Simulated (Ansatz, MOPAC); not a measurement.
Species: GeBr, net charge 0, doublet state. SMILES: [Ge][Br]
Geometry: optimised at B3LYP-D3(BJ)/def2-TZVP (Ansatz, an electronic-structure program).

Wanted: vertical electron affinity to the triplet, in eV. Terms: each state is the SCF solution reached for its charge and spin; no spin-orbit coupling; non-relativistic; UHF or UKS for open shells. First-principles rows: single points at B3LYP-D3(BJ) geometries (Ansatz). Semi-empirical rows: differences of heats of formation at the shared geometry for vertical values. Anions need diffuse functions, which STO-3G, LANL2DZ, def2-SVP, cc-pVDZ and Pople sets without + lack.

| species | coefficient | E at B3LYP/STO-3G (Ansatz), Eh | E at PBE0/def2-TZVPD (Ansatz), Eh | heat of formation at PM6 (MOPAC), kcal/mol |
|---|---|---|---|---|
| charge -1, triplet | -1 | -4598.83555 | -4650.65308 | -8.61 |
| charge 0, doublet | +1 | -4598.95638 | -4650.60406 | 42.56 |

 1 Eh = 27.2114 eV and 1 eV = 23.0605 kcal/mol.

### Question
Compute it at each level from the table.

### Answer

- B3LYP/STO-3G: the sum of coefficient times E is -0.12083 Eh, or -3.288 eV. Result: -3.29 eV.
- PBE0/def2-TZVPD: the sum of coefficient times E is 0.04902 Eh, or 1.334 eV. Result: 1.33 eV.
- PM6: the sum of coefficient times heat of formation is 51.17 kcal/mol, or 2.22 eV.
